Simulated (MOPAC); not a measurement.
MOPAC input (PM7):

```
PM7 PRECISE GNORM=0.05 LET XYZ UHF MS=0.5 GEO-OK AUX(PRECISION=9) THREADS=1
C6H13

C     2.55642617 1    0.04130018 1   -0.64730132 1
C     1.13546193 1    0.45725321 1   -0.76755704 1
C     0.05668055 1   -0.18055245 1    0.04378963 1
C     0.17053696 1    0.22017918 1    1.52980535 1
C    -1.33051595 1    0.13869590 1   -0.53193345 1
C    -2.48436442 1   -0.60721000 1    0.13243711 1
H     3.04991275 1    0.48602525 1    0.23097054 1
H     3.14233795 1    0.34297366 1   -1.51773699 1
H     2.64716327 1   -1.04357288 1   -0.53321122 1
H     0.90558156 1    1.37961327 1   -1.29036282 1
H     0.19873043 1   -1.27042574 1   -0.00229357 1
H     1.16658813 1    0.00200929 1    1.91710144 1
H    -0.54972898 1   -0.32020995 1    2.14605454 1
H    -0.01105129 1    1.29104900 1    1.65046120 1
H    -1.31837314 1   -0.09614802 1   -1.59988878 1
H    -1.49899303 1    1.21880560 1   -0.45821248 1
H    -2.32405443 1   -1.68791178 1    0.09745324 1
H    -2.60589302 1   -0.32394877 1    1.17893700 1
H    -3.42757156 1   -0.39625512 1   -0.37471389 1
```

From the output:

```
                                                       MOPAC v23.2.5 Linux

          FINAL HEAT OF FORMATION =        -10.09267 KCAL/MOL =     -42.22774 KJ/MOL

          COSMO AREA              =        149.10 SQUARE ANGSTROMS
          COSMO VOLUME            =        142.03 CUBIC ANGSTROMS

          GRADIENT NORM           =          0.03942          =       0.00904 PER ATOM
          IONIZATION POTENTIAL    =          8.524426 EV
          ALPHA SOMO LUMO (EV)    =         -8.524  4.147
          BETA  SOMO LUMO (EV)    =        -11.168  1.046
          NO. OF ALPHA ELECTRONS  =         19
          NO. OF BETA  ELECTRONS  =         18
          MOLECULAR WEIGHT        =         85.1687         POINT GROUP:  C1

          MOLECULAR DIMENSIONS (Angstroms)

            Atom       Atom       Distance
            H    19    H     7     6.42861
            H    12    H     8     4.58979
            H    17    H    10     2.95952

          SCF CALCULATIONS        =        137

   ATOM   CHEMICAL          X               Y               Z
  NUMBER   SYMBOL      (ANGSTROMS)     (ANGSTROMS)     (ANGSTROMS)

     1       C          2.22148367  *  -0.18527628  *  -1.13688656  *
     2       C          1.30593983  *   0.57049608  *  -0.27203946  *
     3       C          0.14326824  *  -0.07974242  *   0.37364081  *
     4       C         -0.08778629  *   0.51731167  *   1.76990322  *
     5       C         -1.09507250  *   0.12675992  *  -0.53279108  *
     6       C         -2.24588839  *  -0.79718661  *  -0.13882245  *
     7       H          3.26233032  *   0.15622997  *  -1.03267016  *
     8       H          1.94853239  *  -0.05579138  *  -2.19858737  *
     9       H          2.21114578  *  -1.26568865  *  -0.93558386  *
    10       H          1.46602909  *   1.62103059  *  -0.12885218  *
    11       H          0.32101522  *  -1.17882861  *   0.48367402  *
    12       H          0.80593369  *   0.40770901  *   2.39406277  *
    13       H         -0.91538587  *   0.01688500  *   2.28276062  *
    14       H         -0.32683839  *   1.58445867  *   1.71723957  *
    15       H         -0.81148313  *  -0.05869015  *  -1.58666030  *
    16       H         -1.41808250  *   1.18267636  *  -0.48794113  *
    17       H         -1.95473113  *  -1.85135578  *  -0.20396295  *
    18       H         -2.57842440  *  -0.60961670  *   0.88827557  *
    19       H         -3.11081057  *  -0.65248894  *  -0.79581472  *

                             CARTESIAN COORDINATES

   1    C        2.221483673    -0.185276282    -1.136886555
   2    C        1.305939827     0.570496079    -0.272039462
   3    C        0.143268244    -0.079742423     0.373640806
   4    C       -0.087786288     0.517311669     1.769903217
   5    C       -1.095072496     0.126759922    -0.532791083
   6    C       -2.245888392    -0.797186606    -0.138822452
   7    H        3.262330318     0.156229972    -1.032670157
   8    H        1.948532387    -0.055791376    -2.198587372
   9    H        2.211145783    -1.265688653    -0.935583860
  10    H        1.466029091     1.621030595    -0.128852178
  11    H        0.321015225    -1.178828611     0.483674018
  12    H        0.805933689     0.407709011     2.394062772
  13    H       -0.915385874     0.016885004     2.282760621
  14    H       -0.326838388     1.584458674     1.717239574
  15    H       -0.811483132    -0.058690146    -1.586660300
  16    H       -1.418082501     1.182676362    -0.487941130
  17    H       -1.954731129    -1.851355782    -0.203962952
  18    H       -2.578424397    -0.609616695     0.888275570
  19    H       -3.110810565    -0.652488935    -0.795814717

           Empirical Formula: C6 H13  =    19 atoms

      MOLECULAR POINT GROUP   :   C1

          ALPHA EIGENVALUES
 -29.35794 -26.46827 -25.15740 -22.27998 -20.14127 -19.05336 -15.87850 -15.29453
 -14.80529 -14.56732 -13.97123 -13.22192 -13.01342 -12.75627 -12.32043 -11.53600
 -11.40003 -11.21998  -8.52443   4.14724   4.27296   4.57984   4.96732   5.05929
   5.66249   5.68757   5.77106   5.89332   5.99114   6.05376   6.20664   6.33764
   6.66636   6.74340   6.95874   7.06480   7.19971

           BETA EIGENVALUES
 -29.27683 -26.34871 -25.12478 -22.22101 -19.98527 -18.91054 -15.84223 -15.21645
 -14.59315 -14.46709 -13.75052 -13.20467 -12.97513 -12.69617 -12.26754 -11.44051
 -11.28592 -11.16846   1.04562   4.24578   4.35163   4.67322   5.13669   5.28970
   5.67799   5.78645   5.82528   5.89861   6.02854   6.07258   6.21337   6.39353
   6.75207   6.84039   7.00822   7.07118   7.20302

              NET ATOMIC CHARGES AND DIPOLE CONTRIBUTIONS

  ATOM NO.   TYPE          CHARGE      No. of ELECS.   s-Pop       p-Pop
    1          C          -0.443905        4.4439     1.04493     3.39897
    2          C          -0.188821        4.1888     1.10875     3.08007
    3          C          -0.092659        4.0927     1.05386     3.03879
    4          C          -0.445527        4.4455     1.05566     3.38987
    5          C          -0.254239        4.2542     1.05931     3.19493
    6          C          -0.438489        4.4385     1.05196     3.38653
    7          H           0.152507        0.8475     0.84749
    8          H           0.158319        0.8417     0.84168
    9          H           0.150171        0.8498     0.84983
   10          H           0.135887        0.8641     0.86411
   11          H           0.138671        0.8613     0.86133
   12          H           0.143739        0.8563     0.85626
   13          H           0.142440        0.8576     0.85756
   14          H           0.143715        0.8563     0.85628
   15          H           0.135910        0.8641     0.86409
   16          H           0.136938        0.8631     0.86306
   17          H           0.141448        0.8586     0.85855
   18          H           0.143640        0.8564     0.85636
   19          H           0.140257        0.8597     0.85974
 DIPOLE           X         Y         Z       TOTAL
 POINT-CHG.    -0.053    -0.229    -0.224     0.325
 HYBRID        -0.008    -0.029    -0.008     0.031
 SUM           -0.061    -0.259    -0.231     0.352

          ATOMIC ORBITAL ELECTRON POPULATIONS

     Atom    s        px        py        pz
    1  C   1.04493   1.12444   1.14620   1.12833
    2  C   1.10875   0.99533   1.06324   1.02151
    3  C   1.05386   0.98096   1.09182   0.96602
    4  C   1.05566   1.16735   1.15592   1.06660
    5  C   1.05931   0.99778   1.10187   1.09528
    6  C   1.05196   1.09552   1.12551   1.16550
    7  H   0.84749
    8  H   0.84168
    9  H   0.84983
   10  H   0.86411
   11  H   0.86133
   12  H   0.85626
   13  H   0.85756
   14  H   0.85628
   15  H   0.86409
   16  H   0.86306
   17  H   0.85855
   18  H   0.85636
   19  H   0.85974

                    (SZ)    =    0.500000
                    (S**2)  =    0.753784

          ATOMIC ORBITAL SPIN POPULATIONS

    Atom   Total    s     px     py     pz
         Atomic
    1  C -0.0437 -0.006 -0.012 -0.009 -0.016
    2  C  1.0076  0.027  0.319  0.067  0.595
    3  C -0.0549 -0.006 -0.026 -0.009 -0.014
    4  C  0.0149  0.003  0.002  0.002  0.009
    5  C  0.0436  0.009  0.023  0.002  0.009
    6  C  0.0002 -0.000  0.000 -0.000 -0.000
```

The geometry given is a B3LYP-D3(BJ)/def2-TZVP minimum.
